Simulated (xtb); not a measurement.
C2H6F2Si, SMILES C[Si@H](F)CF. All values are semi-empirical tight-binding results from xtb (GFN2-xTB unless named), good for trends rather than for accurate numbers. Geometry optimised at GFN2-xTB. The structure was generated by enumeration; whether it is a known compound was not checked. One conformer was computed; it need not be the lowest.

Q: Estimate the properties. (Estimate from the structure and the level; the computed values follow.)

A: 
```json
{
 "orbital_gap": "6.11 eV",
 "dipole_moment": "3.24 D",
 "zero_point_energy": "48.0 kcal/mol",
 "G − E(el) at 298.15 K (modified RRHO)": "27.9 kcal/mol",
 "static polarisability (D4 model)": "57.9 bohr³",
 "solvation energy, GFN2-xTB/ALPB(water)": "-2.7 kcal/mol",
 "solvation energy, GFN2-xTB/ALPB(benzene)": "-3.3 kcal/mol"
}
```
